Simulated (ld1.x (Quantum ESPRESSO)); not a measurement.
# PBE ultrasoft dataset for Ni, scalar-relativistic all-electron reference.

Ni (Z = 28), ultrasoft, made with ld1.x (Quantum ESPRESSO) 7.5 (PBE, scalar-relativistic). Core [Ne] 3s2, reference 3p6 3d8 4s0 4p0 (charge +2). Waves: 4s (bound, empty): rcut 1.10, rcutus 1.50 bohr; 4s channel at 2.15 Ry: rcut 1.10, rcutus 1.50 bohr; 3p (bound): rcut 1.05, rcutus 1.10 bohr; 4p (bound, empty): rcut 1.05, rcutus 1.10 bohr; 3d (bound): rcut 1.10, rcutus 1.15 bohr; 3d channel at 0.35 Ry: rcut 1.10, rcutus 1.15 bohr. Local part: all-electron potential smoothed inside 1.10 bohr (lloc = -1). Core correction: a·sin(br)/r model core inside 1.05 bohr. Augmentation charge: PSQ, radius 1.05 bohr.

All-electron outer shells of the reference configuration (PBE, scalar-relativistic, ld1.x):

```csv
shell,level (eV),outermost node (bohr),outermost maximum (bohr)
3s,-130.75,0.30,0.64
3p,-91.10,0.27,0.65
3d,-28.37,–,0.63
4s,-21.65,0.91,2.02
4p,-15.02,0.99,2.44
```

Results:

* Configuration tests: test run stopped at test 1 of 7 (negative rho)
* Lowest eigenvalue of the overlap operator: -0.09 (s channel); it is negative, so in a basis up to 400 Ry S is not positive definite and the file is unfit for use
* Density cutoff estimated by the generator: 412 Ry

The ghost test of this file was not conclusive. Its overlap operator is not positive definite in a basis up to 400 Ry (lowest eigenvalue s -0.09), so the file is unfit for use: the generalised eigenproblem breaks down once the basis is large enough, and its test numbers describe a broken file.

Generation and tests took about 1.3 s on one core of a shared server CPU.
